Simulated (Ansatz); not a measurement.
Computed with Ansatz on PBE0-D4/def2-TZVP structures; ΔE is electronic, products minus reactants. CBS: MP2 limit from def2 TZ/QZ plus the TZ coupled-cluster correction, frozen cores. This one scheme is used for every species, atoms too. DFT in def2-TZVPP. B3LYP here is the variant with VWN-RPA as its local correlation; programs differ in this. No spin–orbit coupling; open shells (•) take unrestricted orbitals. Spin–orbit coupling would lower the free atoms: a little for C, O; clearly for Ge. For Ge outer-core shells are correlated without core-valence functions, so the limit isn't a true one: a few kJ/mol of doubt a bond, and 10 to 20 or more in all where bonds break to atoms. Scalar relativity is left out up to krypton. Each species was taken in one conformer, which may not be the lowest.

`C[O][Ge][O]C` → 2 C• + Ge• + 6 H• + 2 O•  (atomization)

`C[O][Ge][O]C`:

```xyz
11

C    -0.876    1.395   -1.423
O     0.009    0.425   -1.940
Ge    0.882   -0.843   -1.066
O     0.276   -0.472    0.582
C     0.683   -1.220    1.700
H    -0.506    2.391   -1.684
H    -1.860    1.265   -1.883
H    -0.978    1.325   -0.338
H    -0.188   -1.681    2.176
H     1.392   -2.020    1.444
H     1.165   -0.564    2.431
```

Question: What is ΔE at CCSD(T)/CBS? (Estimate.)

Answer: Ansatz gave: +4149.6 kJ/mol.

Question: What do these levels give: LDA (SPW92), PBE0-D4, B3LYP-D4, r2SCANh-D4, PBE-QIDH, BLYP, B3LYP, CCSD/def2-SVP, CCSD(T)/def2-SVP, HF/def2-QZVPP, SCS-MP2/def2-QZVPP, MP2/CBS(def2)? (An estimate is asked.)

Answer: Ansatz gave: LDA (SPW92) 4797.0, PBE0-D4 4126.2, B3LYP-D4 4139.9, r2SCANh-D4 4110.2, PBE-QIDH 4090.7, BLYP 4115.9, B3LYP 4106.4, CCSD/def2-SVP 3858.3, CCSD(T)/def2-SVP 3905.1, HF/def2-QZVPP 2912.1, SCS-MP2/def2-QZVPP 4163.6, MP2/CBS(def2) 4226.9 kJ/mol.

Largest T1 diagnostic among the species: 0.015.

From r2SCAN to r2SCAN0 (25 % exact exchange), in def2-TZVPP and without D4, ΔE moves by −93.4 kJ/mol: exact exchange takes away binding that semilocal exchange gives to molecules. Leaving LDA and LC-ωPBE aside and taking each functional with its dispersion term where it has one, the values, not all of them listed here, spread over 254.6 kJ/mol, from BHLYP-D4 to PBE-D4. LDA lies +580.7 kJ/mol from PBE without D4, its usual overbinding.

For atomizations the MP2-based limit and the directly extrapolated one differ by several kJ/mol either way, and by 10 to 25 for some Ge, Se and Sn compounds, so smaller differences from it don't rank the levels.
